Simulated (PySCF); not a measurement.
C2H5NO2Si. Atoms are numbered in the order given.

```xyz
11

Si     0.7872    -0.5322     0.0000
N      0.2930     1.1088     0.0000
C     -0.1648     2.2171     0.0000
O     -0.5953     3.3059     0.0000
O     -0.5923    -1.4485     0.0000
C     -0.6336    -2.8579     0.0000
H      1.5995    -0.7879     1.2206
H      1.5995    -0.7879    -1.2206
H     -0.1460    -3.2862    -0.8959
H     -1.6869    -3.1773     0.0000
H     -0.1460    -3.2862     0.8959
```
Charge 0, spin multiplicity 1.

The structure is a stationary point at B3LYP-D3(BJ)/def2-SVP. The values are those of a single conformer.

All values below come from TDA-PBE/def2-SVPD (PySCF 2.14.0).

Vertical excitations. Isolated molecule, no solvent. State labels are in the subgroup Cs.

Computed UV-visible absorptions:
```
state  symmetry  energy (eV)  λ (nm)      f                                              main pairs
-----  --------  -----------  ------  -----  ------------------------------------------------------
S1           A"         6.02     206  0.001                                         HOMO→LUMO 100 %
S2           A"         6.47     192  0.001                                        HOMO−1→LUMO 99 %
S3           A"         6.57     189  0.000                                        HOMO→LUMO+1 99 %
S4           A'         6.76     183  0.006                      HOMO→LUMO+2 81 %, HOMO−3→LUMO 16 %
S5           A'         6.84     181  0.032                      HOMO−2→LUMO 59 %, HOMO−3→LUMO 27 %
S6           A"         6.89     180  0.021                                        HOMO→LUMO+3 99 %
S7           A'         6.95     178  0.018  HOMO−3→LUMO 51 %, HOMO−2→LUMO 21 %, HOMO−1→LUMO+2 21 %
S8           A"         7.06     176  0.000                                      HOMO−1→LUMO+1 99 %
S9           A'         7.33     169  0.008                                      HOMO−2→LUMO+1 97 %
S10          A"         7.35     169  0.000                                      HOMO−1→LUMO+3 91 %
T1           A"         5.81     214      0                                          HOMO→LUMO 99 %
T2           A"         6.28     198      0                                        HOMO−1→LUMO 97 %
T3           A'         6.28     197      0                    HOMO−2→LUMO 67 %, HOMO−1→LUMO+2 11 %
T4           A"         6.44     192      0                                        HOMO→LUMO+1 98 %
```
Triplets are in the Tamm–Dancoff approximation.
